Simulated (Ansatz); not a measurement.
AlH₅O₃S, SMILES `[OH][Al-]([OH])([OH])[SH2+]` at its PBE0-D4/def2-TZVP geometry, where that method's forces vanish. The species carries charge 0 and has multiplicity 1.

| atom | x (Å) | y (Å) | z (Å) |
| --- | --- | --- | --- |
| O1 | -1.6509 | -0.4472 | 0.8696 |
| Al2 | -0.2090 | -0.5347 | -0.0450 |
| O3 | 1.0222 | -1.6265 | 0.4162 |
| O4 | -0.2897 | -0.0600 | -1.6880 |
| S5 | 0.8806 | 1.5429 | 0.8985 |
| H6 | -1.7899 | -1.0165 | 1.6240 |
| H7 | 1.5333 | -2.0942 | -0.2414 |
| H8 | -1.1346 | 0.1038 | -2.1029 |
| H9 | 1.6883 | 1.7435 | -0.1570 |
| H10 | -0.0503 | 2.3889 | 0.4258 |

(1) For each bond, give half the difference of the two atoms' forces along it (eV/Å; positive pushes the atoms apart) under PBE-D4, r2SCAN-D4, B3LYP-D4, ωB97M-V in def2-TZVPP. (Estimate.)

Answers

(1) Ansatz gave: 
```csv
bond,length (Å),PBE-D4,r2SCAN-D4,B3LYP-D4,ωB97M-V
O1–Al2,1.710,0.09,0.01,0.02,0.03
O1–H6,0.955,0.35,0.02,0.00,-0.05
Al2–O3,1.709,0.09,0.01,0.02,0.03
Al2–O4,1.712,0.08,0.01,0.02,0.03
Al2–S5,2.529,-0.01,-0.01,0.06,0.08
O3–H7,0.955,0.36,0.02,0.00,-0.05
O4–H8,0.955,0.35,0.02,0.00,-0.05
S5–H9,1.344,0.26,0.02,-0.02,-0.10
S5–H10,1.344,0.26,0.02,-0.02,-0.10
```

B3LYP here is the variant with VWN-RPA as its local correlation; programs differ in this.
